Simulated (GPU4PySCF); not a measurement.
C30H17BN2, SMILES c1cc2c3c(c1)-n1c4ccccc4c4cccc(c41)B3c1cccc3c4ccccc4n-2c13.

Geometry: ωB97X-D3(BJ)/def2-SVP.

Level of theory: TDA-ωB97X/def2-SVPD in GPU4PySCF.

Vertical excitations. 

Question: Estimate the UV-visible absorptions. (An estimate is asked for; the answer gives what the named calculation found.)

Answer: 
```
state  energy (eV)  λ (nm)      f                                                                 main pairs
-----  -----------  ------  -----  -------------------------------------------------------------------------
S1            3.70     335  0.670                                                             HOMO→LUMO 87 %
S2            4.36     285  0.017                                         HOMO−1→LUMO 53 %, HOMO→LUMO+1 24 %
S3            4.57     271  0.008                     HOMO−2→LUMO 56 %, HOMO−1→LUMO+1 11 %, HOMO→LUMO+2 10 %
S4            4.63     268  0.054    HOMO−3→LUMO 44 %, HOMO−4→LUMO 20 %, HOMO−2→LUMO+1 10 %, HOMO→LUMO+3 9 %
S5            4.78     260  0.010      HOMO→LUMO+2 29 %, HOMO→LUMO+4 23 %, HOMO−2→LUMO 10 %, HOMO−5→LUMO 6 %
S6            4.92     252  0.147    HOMO→LUMO+3 24 %, HOMO−3→LUMO 12 %, HOMO−4→LUMO 11 %, HOMO−3→LUMO+2 9 %
S7            4.96     250  0.040  HOMO→LUMO+4 20 %, HOMO−3→LUMO+1 18 %, HOMO−5→LUMO 14 %, HOMO−2→LUMO+2 7 %
S8            5.20     238  0.086    HOMO→LUMO+1 13 %, HOMO−3→LUMO+2 9 %, HOMO−3→LUMO 9 %, HOMO−2→LUMO+3 8 %
T1            3.07     403      0                                                             HOMO→LUMO 77 %
T2            3.34     372      0                    HOMO−2→LUMO 43 %, HOMO−1→LUMO+1 18 %, HOMO−3→LUMO+1 9 %
T3            3.36     369      0                     HOMO−1→LUMO 31 %, HOMO−2→LUMO+1 29 %, HOMO−3→LUMO 12 %
T4            3.54     350      0     HOMO→LUMO+3 19 %, HOMO−3→LUMO 19 %, HOMO−1→LUMO 15 %, HOMO→LUMO+1 12 %
```
Triplets are in the Tamm–Dancoff approximation.
